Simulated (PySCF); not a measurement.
C3F3 (SMILES [C]#CC(F)(F)F), doublet, geometry from GFN2-xTB; DF-PBE/3-21G (PySCF).

PySCF was given this input:
```python
from pyscf import gto, scf, dft

mol = gto.Mole()
mol.atom = '''
    C     2.404242    0.020225    0.084820
    C     1.212010    0.010196    0.042759
    C    -0.262040   -0.002204   -0.009245
    F    -0.709841   -0.977049   -0.802178
    F    -0.787142   -0.193458    1.202069
    F    -0.739158    1.151695   -0.478781
'''
mol.basis = '3-21g'
mol.charge = 0
mol.spin = 1
mol.verbose = 4
mol.build()

mf = dft.UKS(mol)
mf.xc = 'pbe'
mf = mf.density_fit(auxbasis='def2-universal-jkfit')
mf.kernel()
```

It wrote (shortened):

```
PySCF version 2.14.0

[INPUT] verbose = 4
[INPUT] num. atoms = 6
[INPUT] num. electrons = 45
[INPUT] charge = 0
[INPUT] spin (= nelec alpha-beta = 2S) = 1
[INPUT] symmetry False subgroup None
[INPUT] Mole.unit = angstrom
[INPUT] Symbol           X                Y                Z      unit          X                Y                Z       unit  Magmom
[INPUT]  1 C      2.404242000000   0.020225000000   0.084820000000 AA    4.543358917177   0.038219710869   0.160286569886 Bohr   0.0
[INPUT]  2 C      1.212010000000   0.010196000000   0.042759000000 AA    2.290366960234   0.019267647566   0.080802799360 Bohr   0.0
[INPUT]  3 C     -0.262040000000  -0.002204000000  -0.009245000000 AA   -0.495183833681  -0.004164956379  -0.017470518022 Bohr   0.0
[INPUT]  4 F     -0.709841000000  -0.977049000000  -0.802178000000 AA   -1.341405081987  -1.846355020280  -1.515896723151 Bohr   0.0
[INPUT]  5 F     -0.787142000000  -0.193458000000   1.202069000000 AA   -1.487482801142  -0.365582636606   2.271581192830 Bohr   0.0
[INPUT]  6 F     -0.739158000000   1.151695000000  -0.478781000000 AA   -1.396806182781   2.176388129031  -0.904764963645 Bohr   0.0

nuclear repulsion = 222.25685253371
number of shells = 30
number of NR pGTOs = 90
number of NR cGTOs = 54
basis = 3-21g
ecp = {}

******** <class 'pyscf.df.df_jk.DFUKS'> ********
method = DFUKS
initial guess = minao
damping factor = 0
level_shift factor = 0
DIIS = <class 'pyscf.scf.diis.CDIIS'>
diis_start_cycle = 1
diis_space = 8
diis_damp = 0
SCF conv_tol = 1e-09
SCF conv_tol_grad = None
SCF max_cycles = 50
direct_scf = False
number electrons alpha = 23  beta = 22
XC library pyscf.dft.libxc version 7.1.2
    S. Lehtola, C. Steigemann, M. J. T. Oliveira, and M. A. L. Marques,  SoftwareX 7, 1–5 (2018)
XC functionals = pbe
    J. P. Perdew, K. Burke, and M. Ernzerhof,  Phys. Rev. Lett. 77, 3865 (1996)
    J. P. Perdew, K. Burke, and M. Ernzerhof,  Phys. Rev. Lett. 78, 1396 (1997)
    J. P. Perdew, K. Burke, and M. Ernzerhof,  Phys. Rev. Lett. 77, 3865 (1996)
    J. P. Perdew, K. Burke, and M. Ernzerhof,  Phys. Rev. Lett. 78, 1396 (1997)
radial grids:
    Treutler-Ahlrichs [JCP 102, 346 (1995); DOI:10.1063/1.469408] (M4) radial grids

becke partition: Becke, JCP 88, 2547 (1988); DOI:10.1063/1.454033
pruning grids: <function nwchem_prune>
grids dens level: 3
symmetrized grids: False
atomic radii adjust function: <function treutler_atomic_radii_adjust>
small_rho_cutoff = 0
Set gradient conv threshold to 3.16228e-05
tot grids = 85144
init E= -411.763537194698

cycle= 1 E= -410.805327343482  delta_E= 0.958  |g|= 0.628  |ddm|= 2.23

cycle= 2 E= -409.884851109371  delta_E= 0.92  |g|= 1.54  |ddm|= 2.38
cycle= 3 E= -410.80377145603  delta_E= -0.919  |g|= 0.488  |ddm|=  1.9
cycle= 4 E= -410.95096846371  delta_E= -0.147  |g|= 0.136  |ddm|= 0.458
cycle= 5 E= -410.955184890325  delta_E= -0.00422  |g|= 0.0928  |ddm|= 0.159
cycle= 6 E= -410.960553862703  delta_E= -0.00537  |g|= 0.0113  |ddm|=  0.1
cycle= 7 E= -410.960649010414  delta_E= -9.51e-05  |g|= 0.00269  |ddm|= 0.0189
cycle= 8 E= -410.960659648941  delta_E= -1.06e-05  |g|= 0.00117  |ddm|= 0.007
cycle= 9 E= -410.960662761129  delta_E= -3.11e-06  |g|= 0.000491  |ddm|= 0.00494
cycle= 10 E= -410.960662992596  delta_E= -2.31e-07  |g|= 0.00011  |ddm|= 0.00128
cycle= 11 E= -410.960662996303  delta_E= -3.71e-09  |g|= 4.01e-05  |ddm|= 0.000127
cycle= 12 E= -410.960662996887  delta_E= -5.84e-10  |g|= 4.66e-06  |ddm|= 4.9e-05
Extra cycle  E= -410.960662996808  delta_E= 7.97e-11  |g|= 1.35e-05  |ddm|= 1.6e-05
converged SCF energy = -410.960662996808  <S^2> = 0.77120672  2S+1 = 2.0210955
```
